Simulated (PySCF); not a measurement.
**SeN⁻: from constants to spectrum**

LC-ωPBE constants of SeN⁻, ³Σ⁻ (triplet), unpaired electrons π ↑↑ (Se aug-pcseg-1, N aug-pcseg-1; no relativity (PySCF 2.14); masses 79.9165 and 14.0031 u):

- ωe: 795.3 cm⁻¹
- ωexe: 4.44 cm⁻¹
- Be: 0.46331 cm⁻¹
- αe: 0.00354 cm⁻¹
- D (centrifugal): 6.29e-07 cm⁻¹
- De to Se⁻ + N: 3.02 eV

Give the vibrational terms G(v) and spacings up to v = 6.

G(v) = ωe(v+½) − ωexe(v+½)².

```
v  G(v) (cm⁻¹)  G(v) − G(v−1)  Bv (cm⁻¹)
0          397                    0.4615
1         1183            786     0.4580
2         1960            778     0.4545
3         2729            769     0.4509
4         3489            760     0.4474
5         4240            751     0.4438
6         4982            742     0.4403
```

How well does the Morse estimate ωe²/(4ωexe) reproduce De, and what is D0?

It gives 4.42 eV, 146 % of the computed De. D0 = De − G(0) = 3.02 − 0.05 = 2.97 eV.

Spin–orbit coupling is left out. For an ion De counts to the pair picked by the measured ionisation energies or electron affinities, which need not be the lowest pair at this level. The state was picked by a PBE0 search and need not be the measured ground state.
